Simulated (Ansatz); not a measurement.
The cluster Be₂S, 3 atoms. Hardware: 4 threads of Arm Neoverse V1 on a shared host.

Correlated methods freeze 5 core orbitals.

Q: How many basis functions does each of these Ansatz runs have, and roughly what does it cost? r2SCAN-D4/def2-TZVPD, charge -1 doublet at the geometry of the charge 0 singlet, energy, from earlier orbitals; r2SCAN-D4/def2-TZVP, charge 0 quintet, energy, from earlier orbitals; r2SCAN-D4/def2-TZVP, charge 1 doublet at the geometry of the charge 0 singlet, energy, from earlier orbitals; HF/STO-3G, charge 0 singlet, energy; CCSD(T)/def2-TZVPP, charge 0 quintet, energy, from earlier orbitals; PBE0-D4/def2-TZVP, charge 0 quintet, energy, from earlier orbitals; PBE0-D4/def2-TZVPD, charge -1 doublet at the geometry of the charge 0 singlet, energy; B2PLYP/def2-TZVP, charge 0 singlet, energy and forces, from earlier orbitals; PBE-D4/def2-TZVP, charge 0 singlet, energy, from earlier orbitals; CCSD(T)/def2-TZVPP, charge 0 singlet, energy, from earlier orbitals; PBE-D4/def2-TZVP, charge 0 triplet, energy, from earlier orbitals; r2SCAN-D4/def2-TZVP, charge 0 triplet, energy, from earlier orbitals.

A: Other jobs shared the machine, so times can vary by a factor of up to 3. A dash marks memory too small to be measured apart from the calling script's.

```
                                                                                                           run  functions  fitting or Cholesky vectors  wall time  peak host memory (GiB)
                                                                           HF/STO-3G, charge 0 singlet, energy         19                          242      0.1 s                       –
                                             PBE-D4/def2-TZVP, charge 0 singlet, energy, from earlier orbitals         75                          543      0.4 s                       –
                                             PBE-D4/def2-TZVP, charge 0 triplet, energy, from earlier orbitals         75                          543      0.6 s                       –
                                           CCSD(T)/def2-TZVPP, charge 0 singlet, energy, from earlier orbitals         80                          549     0.75 s                       –
                                            PBE0-D4/def2-TZVP, charge 0 quintet, energy, from earlier orbitals         75                          553     0.85 s                       –
                         PBE0-D4/def2-TZVPD, charge -1 doublet at the geometry of the charge 0 singlet, energy         90                          629      0.9 s                       –
                                  B2PLYP/def2-TZVP, charge 0 singlet, energy and forces, from earlier orbitals         75                          527      1.2 s                       –
                                           CCSD(T)/def2-TZVPP, charge 0 quintet, energy, from earlier orbitals         80                          549      1.3 s                       –
  r2SCAN-D4/def2-TZVP, charge 1 doublet at the geometry of the charge 0 singlet, energy, from earlier orbitals         75                          543      1.4 s                       –
                                          r2SCAN-D4/def2-TZVP, charge 0 quintet, energy, from earlier orbitals         75                          543      1.5 s                       –
                                          r2SCAN-D4/def2-TZVP, charge 0 triplet, energy, from earlier orbitals         75                          543      1.5 s                       –
r2SCAN-D4/def2-TZVPD, charge -1 doublet at the geometry of the charge 0 singlet, energy, from earlier orbitals         90                          607      2.1 s                       –
```
